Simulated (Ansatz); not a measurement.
Calculated with Ansatz (gas phase, PBE0-D4/def2-TZVP geometries, no zero-point term in ΔE). CBS: MP2 limit from def2 TZ/QZ plus the TZ coupled-cluster correction, frozen cores. This one scheme is used for every species. Functionals use def2-TZVPP. B3LYP here is the variant with VWN-RPA as its local correlation; programs differ in this. HSE06 is defined as in plane-wave codes. One conformer a species, not always the lowest.

Consider the formal hydrolysis of a B–S bond: `NB(N)S` + H₂O → `NB(N)O` + H₂S.

```json
{"level": "PBE0-D4", "ΔE (kJ/mol)": "-42.5", "difference from CCSD(T)/CBS": "2.3"}
{"level": "B3LYP-D4", "ΔE (kJ/mol)": "-49.7", "difference from CCSD(T)/CBS": "-4.9"}
{"level": "HSE06-D4", "ΔE (kJ/mol)": "-42.5", "difference from CCSD(T)/CBS": "2.3"}
{"level": "BHLYP-D4", "ΔE (kJ/mol)": "-54.6", "difference from CCSD(T)/CBS": "-9.8"}
{"level": "ωB97X-V", "ΔE (kJ/mol)": "-49.2", "difference from CCSD(T)/CBS": "-4.4"}
{"level": "ωB97M-V", "ΔE (kJ/mol)": "-50.2", "difference from CCSD(T)/CBS": "-5.4"}
{"level": "PBE-QIDH", "ΔE (kJ/mol)": "-45.7", "difference from CCSD(T)/CBS": "-0.9"}
{"level": "BLYP", "ΔE (kJ/mol)": "-53.7", "difference from CCSD(T)/CBS": "-8.9"}
{"level": "r2SCAN", "ΔE (kJ/mol)": "-48.0", "difference from CCSD(T)/CBS": "-3.2"}
{"level": "PBE0", "ΔE (kJ/mol)": "-45.4", "difference from CCSD(T)/CBS": "-0.6"}
{"level": "HSE06", "ΔE (kJ/mol)": "-45.3", "difference from CCSD(T)/CBS": "-0.5"}
{"level": "LC-ωPBE", "ΔE (kJ/mol)": "-48.8", "difference from CCSD(T)/CBS": "-4.0"}
{"level": "RPA@PBE/def2-TZVPP", "ΔE (kJ/mol)": "-50.2", "difference from CCSD(T)/CBS": "-5.4"}
{"level": "MP2/def2-TZVPP", "ΔE (kJ/mol)": "-43.5", "difference from CCSD(T)/CBS": "1.3"}
{"level": "SCS-MP2/def2-TZVPP", "ΔE (kJ/mol)": "-48.8", "difference from CCSD(T)/CBS": "-4.0"}
{"level": "CCSD/CBS(def2)", "ΔE (kJ/mol)": "-48.4", "difference from CCSD(T)/CBS": "-3.6"}
{"level": "CCSD(T)/CBS", "ΔE (kJ/mol)": "-44.8", "difference from CCSD(T)/CBS": "0"}
```

Largest T1 diagnostic among the species: 0.011.

The D4 term adds +5.6 kJ/mol with B3LYP and +2.9 kJ/mol with PBE0; it sums over pairs of atoms, weighted by their polarisabilities, and B3LYP, whose exchange is more repulsive, gets the larger term. From BLYP to BHLYP (50 % exact exchange), in def2-TZVPP and without D4, ΔE moves by −6.1 kJ/mol. At CCSD(T), def2-SVP lies −16.9 kJ/mol from the extrapolated value and def2-TZVPP −4.1 kJ/mol.
